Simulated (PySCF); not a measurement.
Bonding in `CC(C)(C)[P-]N([SiH3])[SiH3]`

Species: C₄H₁₅NPSi₂ (charge -1).
Numbering: `[CH3:1][C:2]([CH3:3])([CH3:4])[P-:5][N:6]([SiH3:7])[SiH3:8]` (hydrogens: H9, H10, H11 on C1; H12, H13, H14 on C3; H15, H16, H17 on C4; H18, H19, H20 on Si7; H21, H22, H23 on Si8)

Cartesian coordinates in Å at the GFN2-xTB level; atoms count from 1:
```xyz
23
C4H15NPSi2 angstrom
C     -1.412    0.845   -1.044
C     -1.233   -0.003    0.214
C     -1.159   -1.473   -0.196
C     -2.434    0.202    1.139
P      0.324    0.581    1.196
N      1.566    0.209   -0.040
Si     2.381    1.398   -0.950
Si     2.261   -1.041    0.939
H     -1.495    1.899   -0.783
H     -2.309    0.544   -1.594
H     -0.545    0.723   -1.691
H     -0.283   -1.635   -0.820
H     -1.080   -2.111    0.682
H     -2.054   -1.761   -0.760
H     -3.364   -0.087    0.641
H     -2.320   -0.396    2.043
H     -2.505    1.247    1.436
H      1.417    2.261   -1.642
H      3.301    2.295   -0.216
H      3.191    0.688   -1.957
H      1.433   -2.245    0.987
H      2.818   -0.644    2.244
H      3.496   -1.472    0.181
```

Bond orders from the PBE0/pcSseg-1 density (PySCF). The structure is a single GFN2-xTB conformer in the gas phase; no vibrational or solvent corrections. The pcSseg-1 basis has no diffuse functions, a weakness for an anion. The HOMO energy is positive at this level (+0.01 eV), so the outermost electrons may be held by the finite basis alone.

Question: How far do the computed orders between heavy atoms stray from the drawn ones?

Answer: The largest departure is 0.241, at P5–N6 (drawn single, 0.759). Drawn single, order below 0.88: P5–N6 (0.759). The SMILES, with its formal charges, is one Lewis structure only.

Question: Set the Mayer orders of the bonds between heavy atoms beside their lengths.

Answer: 
```json
{"bond": "C1–C2", "drawn as": "single", "length (Å)": "1.528", "Mayer order": "0.991"}
{"bond": "C2–C3", "drawn as": "single", "length (Å)": "1.527", "Mayer order": "0.992"}
{"bond": "C2–C4", "drawn as": "single", "length (Å)": "1.530", "Mayer order": "1.010"}
{"bond": "C2–P5", "drawn as": "single", "length (Å)": "1.931", "Mayer order": "0.898"}
{"bond": "P5–N6", "drawn as": "single", "length (Å)": "1.791", "Mayer order": "0.759"}
{"bond": "N6–Si7", "drawn as": "single", "length (Å)": "1.705", "Mayer order": "1.002"}
{"bond": "N6–Si8", "drawn as": "single", "length (Å)": "1.733", "Mayer order": "0.931"}
```

Bonds between the same two heavy elements. C–C: all 3 within 0.02 of one another (0.991 to 1.010). N–Si: lowest N6–Si8 (0.931, 1.733 Å), highest N6–Si7 (1.002, 1.705 Å).

Question: And the bonds to hydrogen?

Answer: C–H: 0.96 to 0.97 (9 bonds); H–Si: 0.81 to 0.93 (6 bonds).

Question: Sum the orders of all bonds at each heavy atom with more than one neighbour and set the sums beside the valence in the SMILES.

Answer: C1 3.875 (drawn 4), C2 3.891 (drawn 4), C3 3.876 (drawn 4), C4 3.903 (drawn 4), P5 1.657 (drawn 2), N6 2.692 (drawn 3), Si7 3.727 (drawn 4), Si8 3.538 (drawn 4). Orders between atoms that aren't bonded are not in these sums.

The Mayer order sums products of elements of PS (density times overlap matrix) between the two atoms' basis functions, so it depends on the basis set.
